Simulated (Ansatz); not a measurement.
Consider the redistribution: `C[CH2][Sn][NH2]` + `O[SiH](F)[SiH2]F` → `C[CH2][Sn][F]` + `N[SiH2][SiH](O)F`.

Calculated with Ansatz (gas phase, PBE0-D4/def2-TZVP geometries, no zero-point term in ΔE). CCSD(T)/CBS adds triple-zeta CCSD(T) − MP2 to the extrapolated MP2 energy (def2 sets, frozen cores). DFT in def2-TZVPP. B3LYP here is the variant with VWN-RPA as its local correlation; programs differ in this. def2 core potentials past Kr. For Sn outer-core shells are correlated without core-valence functions, which leaves a few kJ/mol of doubt a bond. One conformer a species, not always the lowest.

`C[CH2][Sn][NH2]`:

Cartesian coordinates in Å:
```
C -1.278 0.232 -0.676
C 0.149 0.770 -0.715
Sn 1.631 -0.853 -0.536
N 1.334 -1.028 1.450
H -1.487 -0.295 0.259
H -2.023 1.030 -0.770
H -1.471 -0.475 -1.490
H 0.321 1.474 0.106
H 0.329 1.314 -1.647
H 0.707 -0.452 1.992
H 1.789 -1.718 2.027
```

`O[SiH](F)[SiH2]F`:

Z-matrix (Å, degrees):
```
Si
F 1 1.601
Si 1 2.358 2 107.8
O 1 1.634 2 110.8 3 -119.8
H 1 1.480 2 107.1 3 124.8
F 3 1.612 1 106.0 2 -87.3
H 3 1.485 1 114.0 2 31.5
H 3 1.487 1 111.6 2 155.7
H 4 0.959 1 118.4 2 77.2
```

`C[CH2][Sn][F]`:

Z-matrix (Å, degrees):
```
C
C 1 1.523
H 1 1.092 2 111.2
H 1 1.095 2 111.8 3 120.8
H 1 1.094 2 111.6 3 -119.5
Sn 2 2.189 1 114.9 3 52.2
H 2 1.100 1 110.5 3 -65.5
H 2 1.096 1 111.9 3 176.9
F 6 1.954 2 93.5 1 -34.9
```

`N[SiH2][SiH](O)F`:

```xyz
11

N     1.248   -0.070   -1.130
Si    0.074    1.022   -0.450
Si   -1.003   -0.322    1.154
O    -0.319   -1.801    0.972
F    -2.573   -0.377    0.840
H     2.040   -0.328   -0.560
H     1.556    0.099   -2.076
H     0.635    2.286    0.118
H    -0.843    1.393   -1.560
H    -0.895    0.037    2.587
H     0.079   -1.938    0.105
```

| level | ΔE (kJ/mol) | difference from CCSD(T)/CBS |
| --- | --- | --- |
| PBE-D4 | 11.4 | -10.3 |
| r2SCAN-D4 | 16.4 | -5.3 |
| PBE0-D4 | 14.2 | -7.5 |
| B3LYP-D4 | 16.7 | -5.0 |
| ωB97X-V | 13.1 | -8.6 |
| ωB97M-V | 14.5 | -7.2 |
| B2PLYP | 21.1 | -0.6 |
| PBE | 11.7 | -10.0 |
| r2SCAN | 16.5 | -5.2 |
| PBE0 | 14.4 | -7.3 |
| B3LYP | 17.2 | -4.5 |
| HF/def2-TZVPP | 24.5 | 2.8 |
| MP2/def2-TZVPP | 28.7 | 7.0 |
| SCS-MP2/def2-TZVPP | 27.6 | 5.9 |
| CCSD/def2-TZVPP | 25.9 | 4.2 |
| CCSD(T)/def2-TZVPP | 26.1 | 4.4 |
| HF/def2-QZVPP | 23.7 | 2.0 |
| MP2/def2-QZVPP | 25.9 | 4.2 |
| SCS-MP2/def2-QZVPP | 25.1 | 3.4 |
| HF/CBS(def2) | 23.6 | 1.9 |
| MP2/CBS(def2) | 24.2 | 2.5 |
| CCSD/CBS(def2) | 21.5 | -0.2 |
| CCSD(T)/CBS | 21.7 | 0 |

Largest T1 diagnostic among the species: 0.015.
